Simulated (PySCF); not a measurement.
Compound: C6H9Cl.
SMILES: `CC1=CC[C@@H](Cl)C1`

The closed-shell SCF was solved with PySCF and density fitting under several settings on one GFN2-xTB geometry (grid level 2 and gas phase unless stated).

| settings | basis functions | SCF cycles | E (Eh) | HOMO (eV) | LUMO (eV) | dipole (D) |
| --- | --- | --- | --- | --- | --- | --- |
| PBE0/pcSseg-1 | 171 | 13 | -693.7615 | -6.96 | 0.60 | 2.27 |
| PBE0/def2-SVPD | 219 | 13 | -693.5210 | -6.96 | 0.51 | 2.30 |
| HCTH407/6-31G | 85 | 14 | -694.2167 | -5.76 | -0.12 | 2.44 |
| PBE0/6-31G*, level shift 0.2 Eh, fitting basis def2-universal-jkfit | 120 | 11 | -693.7902 | -6.73 | 0.98 | 2.32 |
| OLYP/def2-SVP, fitting basis def2-qzvpp-jkfit | 147 | 11 | -693.8472 | -5.57 | -0.10 | 1.93 |
| PBE/pcSseg-1 | 171 | 14 | -693.6915 | -5.83 | -0.43 | 2.16 |

Question: Estimate the row for these settings: B97-2/def2-SVP, fitting basis def2-universal-jkfit.

Answer: 
```csv
settings,basis functions,SCF cycles,E (Eh),HOMO (eV),LUMO (eV),dipole (D)
"B97-2/def2-SVP, fitting basis def2-universal-jkfit",147,10,-693.8912,-6.63,0.67,2.07
```

Question: Over all rows, what range does the HOMO–LUMO gap span?

Answer: From 5.40 eV (PBE/pcSseg-1) to 7.71 eV (PBE0/6-31G*, level shift 0.2 Eh, fitting basis def2-universal-jkfit). The functional of the narrowest has no exact exchange, that of the widest 25 % exact exchange.

Question: And the dipole moment?

Answer: From 1.93 D (OLYP/def2-SVP, fitting basis def2-qzvpp-jkfit) to 2.44 D (HCTH407/6-31G); the largest is 1.26 times the smallest, and the median is 2.27 D.

Question: Compare two rows with the functional PBE0: PBE0/6-31G*, level shift 0.2 Eh, fitting basis def2-universal-jkfit and PBE0/def2-SVPD. Which energy is lower, and by how much?

Answer: PBE0/6-31G*, level shift 0.2 Eh, fitting basis def2-universal-jkfit (120 functions) lies 0.2692 Eh or 169 kcal/mol below PBE0/def2-SVPD (219 functions). The smaller set gives the lower energy; the two sets aren't nested, so the variational bound doesn't order them by size.

Cycle counts include a coarse-grid stage where the run had one. All basis functions are spherical, in the Pople sets too.

One conformer stands for the species.
